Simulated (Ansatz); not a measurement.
AlBrH2 (SMILES [AlH2][Br]) moved off its minimum; all values from Ansatz (a program for electronic structure), cores frozen in correlated methods.
(charge 0, multiplicity 1)
```xyz
4

Al    -0.90268    -1.23021     0.21065
H     -0.36631    -2.28212     1.23828
H     -2.20509    -1.39662    -0.76602
Br     0.48218     0.55528     0.05385
```

```
level                largest force (eV/Å)  on atom  rms difference from CCSD(T)/def2-TZVPPD (eV/Å)  dipole (D)
-------------------  --------------------  -------  ----------------------------------------------  ----------
HF/def2-TZVPP                        0.97       H3                                           0.055        1.53
PBE/def2-TZVPP                       0.62       H3                                           0.090        1.17
r2SCAN/def2-TZVPP                    0.79       H3                                           0.058        1.25
B3LYP/def2-TZVPP                     0.84       H3                                           0.017        1.30
wB97M-V/def2-TZVPP                   0.95       H3                                           0.067        1.35
MP2/def2-TZVPPD                      0.93       H3                                           0.043        1.34
CCSD(T)/def2-TZVPPD                  0.83       H3                                           0.000        1.30
```

The differences count from one level among others, with limits of its own. Forces at CCSD(T)/def2-TZVPPD (eV/Å):

| atom | Fx | Fy | Fz |
|---|---|---|---|
| Al1 | -0.358 | -0.144 | -0.507 |
| H2 | -0.170 | -0.136 | 0.065 |
| H3 | 0.625 | 0.154 | 0.527 |
| Br4 | -0.097 | 0.127 | -0.086 |
